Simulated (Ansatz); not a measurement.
Ideal-gas functions of `[NH2][AlH][Br]` at 298.15 K and 1 bar, from an Ansatz frequency run at PBE0-D4/def2-TZVP.

Molar mass 123.92 g/mol, point group Cs (symmetry number 1), electronic degeneracy 1, moments of inertia 23.47, 214.336, 237.806 u Å². Harmonic wavenumbers (cm⁻¹, unscaled): 162, 360, 397, 411, 505, 567, 733, 844, 1562, 1984, 3609, 3702.

Use S(trans) = R[1.5 ln M + 2.5 ln T − 1.1517]; rotational temperatures θ = 24.2544 K / I; S(rot) = R[ln(√π/σ · √(T³/θAθBθC)) + 1.5]; for each mode x = 1.438777 ν̃/T, S = R[x/(eˣ − 1) − ln(1 − e⁻ˣ)] and H = RT x/(eˣ − 1); 1 cm⁻¹ = 0.0119627 kJ/mol; R = 8.31446 J/(mol·K).

Problem. By hand: the entropy, in J/(mol·K).

Solution. Translation 169.0. Rotation: θ = 1.0334, 0.1132, 0.102 K, giving 106.7. Vibration, mode by mode: 10.57, 4.69, 4.07, 3.86, 2.70, 2.13, 1.13, 0.73, 0.04, 0.01, 0.00, 0.00, in all 29.9. Electronic 0.0. Sum 305.6 J/(mol·K).

Problem. By hand: H − E and G − E in kJ/mol, counted from the electronic energy.

Solution. Zero-point energy ½ × 14836 × 0.0119627 = 88.7; thermal vibration 5.7; translation, rotation and pV give 4 RT = 9.9. H − E = 104.3 kJ/mol, and G − E = 104.3 − 298.15 × 305.6/1000 = 13.2 kJ/mol.

Vibration gives 10 % of the entropy. The sum counts one conformer and one mirror image; others add a mixing term.
